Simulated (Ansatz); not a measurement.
Geometry optimisation, RKS PBE/def2-SVP (Ansatz 0.2.0).

The input (input.yaml):

```yaml
crystal:
  periodic: [false, false, false]
  atoms:
    - { symbol: W, position_ang: [-0.360362, -0.096212, -0.214581] }
    - { symbol: F, position_ang: [0.003853, 0.026064, 1.602815] }
    - { symbol: F, position_ang: [1.458407, -0.062205, -0.62031] }
    - { symbol: F, position_ang: [-0.512319, 1.747076, -0.366174] }
    - { symbol: F, position_ang: [-2.181553, -0.197534, 0.166604] }
    - { symbol: F, position_ang: [-0.268633, -1.954366, -0.079967] }
    - { symbol: F, position_ang: [-0.741319, -0.273581, -2.029055] }
    - { symbol: P, position_ang: [2.252854, 2.075912, 1.143503] }
    - { symbol: H, position_ang: [2.807535, 2.822643, 2.248804] }
    - { symbol: H, position_ang: [3.533017, 1.499968, 0.809142] }
    - { symbol: H, position_ang: [1.87762, 0.970835, 1.965421] }
basis:
  gaussian: { orbitals: def2-SVP }
hamiltonian:
  xc: pbe
relax:
  f_tol: 0.03
  max_steps: 50
```

Run as:

```bash
$ ansatz run input.yaml --threads 4 --pin off --max-ram 5120MiB --backend cpu --events-out ev --progress --plain --runs-dir out
```

Task: Where does it end, and by what steps?

Result: The run converged. After 8 steps the energy has fallen by 0.235 eV; H9 moved furthest, 0.60 Å.

```json
{"step": "0", "energy less start (eV)": "0.0000", "largest force component (eV/Å)": "0.606", "accepted": "yes"}
{"step": "1", "energy less start (eV)": "-0.1620", "largest force component (eV/Å)": "0.142", "accepted": "yes"}
{"step": "2", "energy less start (eV)": "-0.2205", "largest force component (eV/Å)": "0.125", "accepted": "yes"}
{"step": "3", "energy less start (eV)": "-0.2290", "largest force component (eV/Å)": "0.116", "accepted": "yes"}
{"step": "4", "energy less start (eV)": "-0.2265", "largest force component (eV/Å)": "0.703", "accepted": "no"}
{"step": "5", "energy less start (eV)": "-0.2320", "largest force component (eV/Å)": "0.070", "accepted": "yes"}
{"step": "6", "energy less start (eV)": "-0.2338", "largest force component (eV/Å)": "0.071", "accepted": "yes"}
{"step": "7", "energy less start (eV)": "-0.2347", "largest force component (eV/Å)": "0.032", "accepted": "yes"}
{"step": "8", "energy less start (eV)": "-0.2350", "largest force component (eV/Å)": "0.017", "accepted": "yes"}
```

```xyz
11
Properties=species:S:1:pos:R:3
W -0.632 -0.257 -0.324
F -0.410 -0.170 1.524
F 1.205 -0.052 -0.548
F -0.869 1.587 -0.388
F -2.466 -0.483 -0.096
F -0.410 -2.105 -0.259
F -0.844 -0.347 -2.171
P 2.731 2.335 1.296
H 3.326 3.104 2.360
H 3.960 1.634 1.026
H 2.278 1.312 2.205
```

The run took 21 s on 4 threads of Arm Neoverse V2 (shared host), peak memory 0.23 GiB.
